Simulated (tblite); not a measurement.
C3H12FPSi3.
Z-matrix (Å and degrees, GFN2-xTB geometry), rows numbered from 1:
```
C 
Si  1  1.9010
P   2  2.2528  1  112.69
Si  3  2.2403  2   91.83  1   -99.97
C   4  1.9189  3  105.18  2    -0.53
C   5  1.5346  4  111.19  3   -27.66
Si  6  1.8935  2  114.37  1   -49.52
F   7  1.6135  6  107.15  2    64.76
H   1  1.0865  2  111.51  3    57.46
H   1  1.0859  2  110.55  3   -62.34
H   1  1.0848  2  111.08  3   177.61
H   2  1.4730  1  110.51  3   122.24
H   3  1.3796  2   95.90  1    -3.78
H   4  1.4653  3  112.88  2   120.55
H   4  1.4674  3  107.40  2  -118.04
H   5  1.0917  4  110.00  3  -150.19
H   5  1.0926  4  109.63  3    93.27
H   6  1.0954  2  105.15  1  -167.33
H   7  1.4563  6  112.61  2   178.40
H   7  1.4543  6  113.17  2   -50.19
```

Computed with GFN2-xTB (tblite): harmonic, unscaled wavenumbers at the GFN2-xTB geometry, gas phase. Against measured fundamentals such values can be off by several per cent, at times by over 20. Modes of hydrogen on phosphorus and silicon can be 10 to 20 % off. One conformer, not necessarily the lowest.

Harmonic wavenumbers (cm⁻¹): 26.7, 48.7, 82.3, 104.7, 130.3, 140.1, 144.7, 169.9, 243.6, 313.3, 369.6, 427.8, 449.6, 469.6, 493.6, 529.3, 567.9, 585.2, 594.4, 608.7, 647.0, 665.1, 704.8, 716.0, 730.4, 759.0, 767.9, 773.2, 781.0, 813.5, 816.7, 825.0, 863.1, 1052.0, 1075.9, 1127.3, 1221.9, 1290.1, 1360.4, 1471.0, 1473.9, 1483.3, 2171.0, 2218.0, 2227.5, 2314.9, 2333.6, 2340.7, 2913.9, 2952.5, 2970.1, 3032.4, 3040.4, 3052.0.

A = 1547, B = 682.5, C = 553.9 MHz; mass 181.997 u (most abundant isotopes); point group C1, symmetry number 1.

Q: What is the zero-point energy?

A: ½Σν̃ = 29743 cm⁻¹ = 355.80 kJ/mol.

Q: What is S at 298.15 K and 1 bar for an ideal gas of classical rigid rotors and harmonic oscillators?

A: Translation 173.76, rotation 128.39, vibration 177.34: S = 479.5 J/(mol K).

Q: And Cp and H(298.15 K) − H(0)?

A: Cp = 210.12 J/(mol K), of which vibrations give 176.86 (their classical limit is 54 R = 449.0); H(298.15 K) − H(0) = 36.95 kJ/mol without the zero-point energy, 27.03 from vibrations.

Q: What must be added to the electronic energy to get the Gibbs energy at 298.15 K and 1 bar?

A: ZPE + [H(298.15 K) − H(0)] − T·S = 355.80 + 36.95 − 142.96 = 249.79 kJ/mol.

Q: Blend soft modes into free rotors: weight 1/[1 + (100 cm⁻¹/ν̃)⁴] for the oscillator and the rest for a rotor with moment μB/(μ + B), μ = h/(8π²ν), B = 10⁻⁴⁴ kg m². What vibrational entropy results?

A: 160.22 J/(mol K) in place of 177.34, which changes −T·S at 298.15 K by +5.11 kJ/mol.

Hindered rotation and anharmonicity are outside this model. Other conformers, if any are populated, would add a mixing term that is left out. The structure is chiral; the term R ln 2 for an equal mix with its mirror image is left out.
